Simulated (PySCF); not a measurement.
C2H3Cl2FSi. Atoms are numbered in the order given.

```xyz
9

F      0.4509     2.1306    -1.0213
C      0.5377     0.9770    -0.3416
C      1.6490     0.2473    -0.4924
Cl     1.8608    -1.2572     0.3067
Si    -0.9500     0.5491     0.7392
Cl    -2.1015    -0.8952    -0.1861
H      2.4734     0.5636    -1.1371
H     -0.5041     0.0293     2.0562
H     -1.7548     1.7900     0.8777
```

The structure is a stationary point at PBE0-D3(BJ)/def2-SVP. The structure was generated by enumeration; whether it is a known compound was not checked. One conformer was computed; it need not be the lowest.

These are PBE/pcSseg-1 run with PySCF values and carry that method's errors.

GIAO shieldings, no solvent; atoms listed in one row are averaged. δ = σ(ref) − σ: ¹⁹F against CFCl3 (σ = 133.6 ppm); ¹³C against TMS (σ = 182.0 ppm); ³⁵Cl against HCl (σ = 936.5 ppm); ²⁹Si against TMS (σ = 335.4 ppm); ¹H against TMS (σ = 31.49 ppm), references at their B3LYP-D3(BJ)/def2-TZVP geometries, non-relativistic (without spin–orbit terms, shifts of atoms bonded to Cl or Br come out too high).

```tsv
nucleus	atoms	count	δ (ppm)
¹⁹F	F1	1	-123.9
¹³C	C2	1	175.0
¹³C	C3	1	134.0
³⁵Cl	Cl4	1	180.3
³⁵Cl	Cl6	1	-36.6
²⁹Si	Si5	1	-25.8
¹H	H7	1	6.93
¹H	H8	1	5.93
¹H	H9	1	5.49
```
